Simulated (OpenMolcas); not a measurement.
# Au6+: moving or changing the point charges

Au6+ among 6 point charges of -1.7 e arranged as an octahedron (Oh), 1.85 Å from the ion.
```
   1.8500    0.0000    0.0000  -1.70
   0.0000    1.8500    0.0000  -1.70
  -1.8500    0.0000    0.0000  -1.70
   0.0000   -1.8500    0.0000  -1.70
   0.0000    0.0000    1.8500  -1.70
   0.0000    0.0000   -1.8500  -1.70
```

- Program: OpenMolcas 26.06
- Method: CASSCF
- Basis: ANO-RCC-VDZP [7s6p4d2f]
- Scalar Hamiltonian: DKH2, point nucleus
- Active space: 5 electrons in 5 orbitals (5d)
- State averaging: 2S+1 = 6 even, 1 root; 2S+1 = 4 even, 24 roots; 2S+1 = 2 even, 75 roots
- Spin-orbit coupling: RASSI with atomic mean-field integrals over the reference wave functions

Runs around this geometry, states (labels of O, the rotations of Oh). Energies in cm-1 above the lowest state or level, χT in cm3 K/mol; 10Dq and B are least-squares fits to the states below 45000 cm-1, weighted by degeneracy, with a free offset, and given where the rms deviation is under 5 % of |10Dq| (or 100 cm-1) and under 700 cm-1.

```
R (Å)  q (e)  Ground state  10Dq  B (rms of fit)  First gap with spin-orbit (degeneracies)  χT at 300 K  First state of another spin
 1.85  -0.85           6A1  3411       1055 (36)                              136.3 (2, 4)        3.874                    4T1 30575
 1.75   -1.7           6A1  9198       1031 (73)                              512.8 (2, 4)        2.968                    4T1 25712
 1.85   -1.7           6A1  7019       1033 (55)                              333.6 (2, 4)        3.459                    4T1 27712
 1.93   -1.7           6A1  5707       1034 (43)                              249.3 (2, 4)        3.667                    4T1 28860
```

Taking |10Dq| as R^-n, n = -ln(5707 / 9198) / ln(1.93 / 1.75) = 4.9 between the shortest and longest distance. The point-charge formula for a cubic d site gives n = 5.

Scaling the charges by -0.85 / -1.7 = 0.50 scales |10Dq| by 3411 / 7019 = 0.49; with fixed orbitals a first-order splitting would follow the charge.

Without dynamic correlation the repulsion within the d shell is too large (B by tens of per cent), so at a given field states of lower spin stand too high. Point charges give a weaker field than real ligands, and real ions of this kind are as a rule low spin; the high spin found here belongs to the model. This field is weak: 10Dq is about 3411 cm-1, while octahedral complexes of 5d ions of charge 3 and more, computed by the same method with explicit ligands, had a median near 35000 cm-1. Ground spin and moment need not be those of a real site (figures for R = 1.85, q = -0.85; the like holds for R = 1.75, q = -1.7, R = 1.85, q = -1.7, R = 1.93, q = -1.7). Point charges carry no covalency, so the field is a model and not that of real ligands. No measured value stands beside these numbers.
